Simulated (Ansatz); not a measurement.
**A ladder of methods for KLi (SMILES [Li][K])**

KLi has 2 atoms, charge 0, and is taken as a singlet. SMILES: `[Li][K]`. The bond length is the measured one.

```
atom   x (Å)   y (Å)   z (Å)
  Li  0.0000  0.0000  0.0000
   K  0.0000  0.0000  3.2700
```

Each level gives the energy change with the Li1–K2 bond stretched from 3.270 to 8.175 Å (eV). The values are calculated.

| level | kind | program | value (eV) | less FCI/STO-3G | CPU time (all runs) |
| --- | --- | --- | --- | --- | --- |
| SVWN5/STO-3G (restricted) | LDA | Ansatz | 1.86 | +0.23 | 2 s |
| revPBE/STO-3G (restricted) | GGA | Ansatz | 1.75 | +0.12 | 2.4 s |
| B3LYP/STO-3G (restricted) | global hybrid | Ansatz | 1.96 | +0.33 | 2.5 s |
| HSE06/STO-3G (restricted) | range-separated hybrid | Ansatz | 2.04 | +0.41 | 3.5 s |
| B2PLYP/STO-3G (restricted) | double hybrid | Ansatz | 1.55 | -0.08 | 3.1 s |
| RPA@PBE/STO-3G (restricted) | RPA | Ansatz | 1.13 | -0.50 | 3.6 s |
| MP2/STO-3G (restricted) | perturbation theory | Ansatz | 1.82 | +0.19 | 0.23 s |
| CCSDTQ/STO-3G (restricted) | coupled cluster or CI | Ansatz | 1.63 | 0.00 | 17 s |
| FCI/STO-3G | exact in the basis | Ansatz | 1.63 | 0.00 | 11 s |

FCI/STO-3G is exact within its basis and frozen core, so for wave-function methods in that basis the difference is their error; functionals converge differently with the basis, so for them it is only a difference. The first shape isn't each level's own minimum. The values span 1.13 to 2.04 eV. Minimal STO sets describe s-block atoms so badly that they can place the ion below the atom. All rows use very small basis sets, so even the best lies far from the true value. Times are those of the runs behind each value, whatever else they computed, on shared processors of several kinds: orders of magnitude only.
